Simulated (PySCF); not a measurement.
**Vanadium: a sound run and one with changed settings**

Sound run: V [Ar] 3d3 4s2, V⁺ [Ar] 3d4. Calculation: PySCF 2.14, in pcseg-2; no relativity, point nucleus. The sound run starts from symmetry-adapted Hartree-Fock orbitals and uses a fine grid where one is needed.

Changed run: initial guess sap, at most 2 SCF cycles. This setting is unsound on purpose.

```
species  method  sound run (hartree)  changed run (hartree)  converged
      V     UHF           -942.87398             -942.85205         no
      V   B3LYP           -943.93281             -938.73852         no
      V  r2SCAN           -943.86272             -938.35155         no
     V⁺     UHF           -942.65380             -942.65561         no
     V⁺   B3LYP           -943.69279             -942.01199         no
     V⁺  r2SCAN           -943.63902             -941.60874         no
```

The SCF was stopped early; the energies are upper bounds that still move, and correlated levels were skipped or rest on poor orbitals.
